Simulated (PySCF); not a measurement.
# Calculated NMR parameters of FC/C(F)=C1/C=CCO[SiH2]1

- Formula: C6H8F2OSi
- SMILES: FC/C(F)=C1/C=CCO[SiH2]1
- Point group of the computed structure: C1
- Degrees of unsaturation: 3
- Carbon signals: 6
- Proton signals: 5

Numbering as in the mapped SMILES `[F:1][CH2:2]/[C:3]([F:4])=[C:5]1/[CH:6]=[CH:7][CH2:8][O:9][SiH2:10]1`. Hydrogens are named by the atom that carries them.

Non-relativistic Hamiltonian, isolated molecule, one conformer, averaged over atoms made equivalent by symmetry, fast rotation or ring inversion. GFN2-xTB structure; shieldings: GIAO PBE0/pcSseg-1; PySCF.

References, each an isolated molecule treated in the same way: ¹H, ¹³C, ²⁹Si against TMS; ¹⁹F vs CFCl3; ¹⁷O vs H2O.

```tsv
carbon	δC, type	δH (multiplicity)	HMBC from (2–3 bonds)	span of the C tensor (ppm)
C2	84.4, CH2	5.35 (m)	–	80
C3	165.3, C	–	H(C6), H(C2), H(Si10)	130
C5	107.6, C	–	H(C6), H(C7), H(C2), H(Si10)	197
C6	125.7, CH	7.08 (m)	H(C7), H(Si10), H(C8)	223
C7	137.5, CH	5.88 (m)	H(C6), H(C8)	211
C8	67.3, CH2	4.92 (m)	H(C6), H(C7), H(Si10)	50
```

Other nuclei:
```
  atoms  nucleus                                                 environment  δ (ppm)  σ (ppm)
H(Si10)       ¹H  hydrogen on a silicon bonded to C, O, in a 6-membered ring     5.26    26.45
     F4      ¹⁹F                                            vinylic fluorine   -110.2    281.1
     F1      ¹⁹F                                   fluorine on an sp3 carbon   -269.5    440.4
   Si10     ²⁹Si           silicon bonded to C, O, 2 H, in a 6-membered ring    -40.3    389.5
     O9      ¹⁷O                oxygen bonded to C, Si, in a 6-membered ring      9.9    326.2
```

- Carbon types of the structure: 2 × C, 2 × CH, 2 × CH2, leaving 2 H on heteroatoms.
- δC 165.3, 107.6: fully substituted alkene carbon.
- δC 137.5, 125.7: alkene CH; the olefinic region.
- δC 84.4: allylic sp3 CH2 bonded to F; the inductive effect lowers its shielding.
- δC 67.3: allylic sp3 CH2 bonded to O; the inductive effect lowers its shielding.
- δH 5.35: hydrogen on an allylic sp3 CH2 bonded to F; its carbon carries F, an electronegative neighbour.

Splittings by ¹⁹F in the carbon and heteronuclear signals aren't shown, as no couplings were computed. Shifts are as computed. Against solution values, carbons near 30 ppm lie about +3 ppm off and those near 130 ppm about +5 ppm. Of 1309 compounds with measured shifts, 239 miss one by over three times the rms of a fit or turn the order of signals round; such compounds aren't used in these exercises. Unscaled 19F shifts against computed CFCl3 carry errors that often reach 10 to 50 ppm. Experimental scales use liquid or dissolved standards, which lie at an offset from isolated H2O (liquid H2O: subtract about 36 ppm). No couplings were computed; multiplicities are counted from neighbouring protons, with m where these are inequivalent, close in shift, in a saturated or five-membered ring or joined by F or P, and br s for small geminal =CH2 splittings.
